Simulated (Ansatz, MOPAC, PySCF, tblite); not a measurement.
Two rigid molecules brought together: H2 ··· H4OSi (SMILES [H][H] and O[SiH3]). Monomers: optimised at B3LYP-D3(BJ) (def2-TZVP), held rigid. Orientation: a random orientation, not optimised. R is the distance of the centres of mass, along which the second monomer moves.

Geometry at R = 3.57 Å (first 2 atoms: monomer A):
```
8

H      0.3719     0.0000     0.0000
H     -0.3719     0.0000     0.0000
Si    -1.1999     2.0560     2.2436
O     -0.2026     3.2700     2.7560
H     -2.4369     1.9831     3.0603
H     -0.5293     0.7335     2.3075
H     -1.5410     2.3782     0.8444
H      0.1338     3.2407     3.6545
```

Levels of theory: RKS-LDA (SVWN5)/6-31G* = restricted LDA (SVWN5)/6-31G*, spherical d, no counterpoise correction (PySCF); GFN2-xTB (tblite); AM1, restricted, heats of formation (MOPAC); CCSD(T)/aug-cc-pVTZ = CCSD(T) on RHF/aug-cc-pVTZ, frozen core, counterpoise-corrected (Ansatz, an electronic-structure program).

Interaction energies in kcal/mol; the last columns give the difference from CCSD(T):

```json
[
 {"R / Å": "2.90", "RKS-LDA (SVWN5)/6-31G*": "6.26", "GFN2-xTB": "11.34", "AM1": "4.50", "CCSD(T)/aug-cc-pVTZ": "9.50", "RKS-LDA (SVWN5)/6-31G* − CCSD(T)/aug-cc-pVTZ": "-3.24", "GFN2-xTB − CCSD(T)/aug-cc-pVTZ": "1.84", "AM1 − CCSD(T)/aug-cc-pVTZ": "-5.00"},
 {"R / Å": "3.12", "RKS-LDA (SVWN5)/6-31G*": "2.19", "GFN2-xTB": "5.57", "AM1": "2.27", "CCSD(T)/aug-cc-pVTZ": "4.70", "RKS-LDA (SVWN5)/6-31G* − CCSD(T)/aug-cc-pVTZ": "-2.51", "GFN2-xTB − CCSD(T)/aug-cc-pVTZ": "0.87", "AM1 − CCSD(T)/aug-cc-pVTZ": "-2.43"},
 {"R / Å": "3.36", "RKS-LDA (SVWN5)/6-31G*": "0.15", "GFN2-xTB": "2.31", "AM1": "1.29", "CCSD(T)/aug-cc-pVTZ": "1.98", "RKS-LDA (SVWN5)/6-31G* − CCSD(T)/aug-cc-pVTZ": "-1.83", "GFN2-xTB − CCSD(T)/aug-cc-pVTZ": "0.33", "AM1 − CCSD(T)/aug-cc-pVTZ": "-0.70"},
 {"R / Å": "3.57", "RKS-LDA (SVWN5)/6-31G*": "-0.52", "GFN2-xTB": "0.92", "AM1": "0.72", "CCSD(T)/aug-cc-pVTZ": "0.81", "RKS-LDA (SVWN5)/6-31G* − CCSD(T)/aug-cc-pVTZ": "-1.33", "GFN2-xTB − CCSD(T)/aug-cc-pVTZ": "0.11", "AM1 − CCSD(T)/aug-cc-pVTZ": "-0.09"},
 {"R / Å": "3.79", "RKS-LDA (SVWN5)/6-31G*": "-0.69", "GFN2-xTB": "0.22", "AM1": "0.30", "CCSD(T)/aug-cc-pVTZ": "0.22", "RKS-LDA (SVWN5)/6-31G* − CCSD(T)/aug-cc-pVTZ": "-0.91", "GFN2-xTB − CCSD(T)/aug-cc-pVTZ": "0.00", "AM1 − CCSD(T)/aug-cc-pVTZ": "0.08"},
 {"R / Å": "3.98", "RKS-LDA (SVWN5)/6-31G*": "-0.65", "GFN2-xTB": "-0.05", "AM1": "0.11", "CCSD(T)/aug-cc-pVTZ": "-0.01", "RKS-LDA (SVWN5)/6-31G* − CCSD(T)/aug-cc-pVTZ": "-0.64", "GFN2-xTB − CCSD(T)/aug-cc-pVTZ": "-0.04", "AM1 − CCSD(T)/aug-cc-pVTZ": "0.12"},
 {"R / Å": "4.34", "RKS-LDA (SVWN5)/6-31G*": "-0.42", "GFN2-xTB": "-0.19", "AM1": "0.03", "CCSD(T)/aug-cc-pVTZ": "-0.13", "RKS-LDA (SVWN5)/6-31G* − CCSD(T)/aug-cc-pVTZ": "-0.29", "GFN2-xTB − CCSD(T)/aug-cc-pVTZ": "-0.06", "AM1 − CCSD(T)/aug-cc-pVTZ": "0.17"},
 {"R / Å": "4.54", "RKS-LDA (SVWN5)/6-31G*": "-0.31", "GFN2-xTB": "-0.19", "AM1": "0.03", "CCSD(T)/aug-cc-pVTZ": "-0.13", "RKS-LDA (SVWN5)/6-31G* − CCSD(T)/aug-cc-pVTZ": "-0.18", "GFN2-xTB − CCSD(T)/aug-cc-pVTZ": "-0.06", "AM1 − CCSD(T)/aug-cc-pVTZ": "0.16"},
 {"R / Å": "5.14", "RKS-LDA (SVWN5)/6-31G*": "-0.09", "GFN2-xTB": "-0.12", "AM1": "0.01", "CCSD(T)/aug-cc-pVTZ": "-0.08", "RKS-LDA (SVWN5)/6-31G* − CCSD(T)/aug-cc-pVTZ": "-0.02", "GFN2-xTB − CCSD(T)/aug-cc-pVTZ": "-0.04", "AM1 − CCSD(T)/aug-cc-pVTZ": "0.09"},
 {"R / Å": "5.79", "RKS-LDA (SVWN5)/6-31G*": "-0.02", "GFN2-xTB": "-0.06", "AM1": "0.00", "CCSD(T)/aug-cc-pVTZ": "-0.04", "RKS-LDA (SVWN5)/6-31G* − CCSD(T)/aug-cc-pVTZ": "0.02", "GFN2-xTB − CCSD(T)/aug-cc-pVTZ": "-0.02", "AM1 − CCSD(T)/aug-cc-pVTZ": "0.04"},
 {"R / Å": "6.68", "RKS-LDA (SVWN5)/6-31G*": "0.00", "GFN2-xTB": "-0.02", "AM1": "0.00", "CCSD(T)/aug-cc-pVTZ": "-0.01", "RKS-LDA (SVWN5)/6-31G* − CCSD(T)/aug-cc-pVTZ": "0.01", "GFN2-xTB − CCSD(T)/aug-cc-pVTZ": "-0.01", "AM1 − CCSD(T)/aug-cc-pVTZ": "0.01"},
 {"R / Å": "8.09", "RKS-LDA (SVWN5)/6-31G*": "0.00", "GFN2-xTB": "-0.01", "AM1": "0.00", "CCSD(T)/aug-cc-pVTZ": "0.00", "RKS-LDA (SVWN5)/6-31G* − CCSD(T)/aug-cc-pVTZ": "0.00", "GFN2-xTB − CCSD(T)/aug-cc-pVTZ": "0.00", "AM1 − CCSD(T)/aug-cc-pVTZ": "0.00"}
]
```

RKS-LDA (SVWN5)/6-31G* is furthest from CCSD(T)/aug-cc-pVTZ at 2.90 (-3.24 kcal/mol, below); its mean absolute difference over the points is 0.92 kcal/mol.

GFN2-xTB is furthest from CCSD(T)/aug-cc-pVTZ at 2.90 (1.84 kcal/mol, above); its mean absolute difference over the points is 0.28 kcal/mol.

AM1 is furthest from CCSD(T)/aug-cc-pVTZ at 2.90 (-5.00 kcal/mol, below); its mean absolute difference over the points is 0.74 kcal/mol.
